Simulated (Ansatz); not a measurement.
Basis-set extrapolation for B$_{2}$ClH$_{5}$SSi (PBE0-D4/def2-TZVP geometry, frozen core, Ansatz 0.2.0). Multiplicity 1, RHF reference.

```csv
,def2-TZVPP,def2-QZVPP
HF,-1198.304418,-1198.339252
MP2 correlation,-0.705439,-0.763221
CCSD(T) correlation,-0.806298,not run
```

Energies in hartree. Use E(X) = E(∞) + A·exp(−7.88·√X) for Hartree–Fock and E(X) = E(∞) + B·X^(−2.97) for correlation, with X = 3 and 4, and add CCSD(T) minus MP2 of the smaller set to the MP2 limit.

Problem. What is the CCSD(T) energy at the basis-set limit?

Solution. HF limit: -1198.339252 + (-0.034834) × 0.13774 = -1198.34405. MP2 limit: -0.763221 + (-0.057782) × 0.74074 = -0.80602. Higher-order term: -0.806298 − (-0.705439) = -0.10086. Total: -1199.25093 hartree, 88.0 kcal/mol below CCSD(T)/def2-TZVPP.
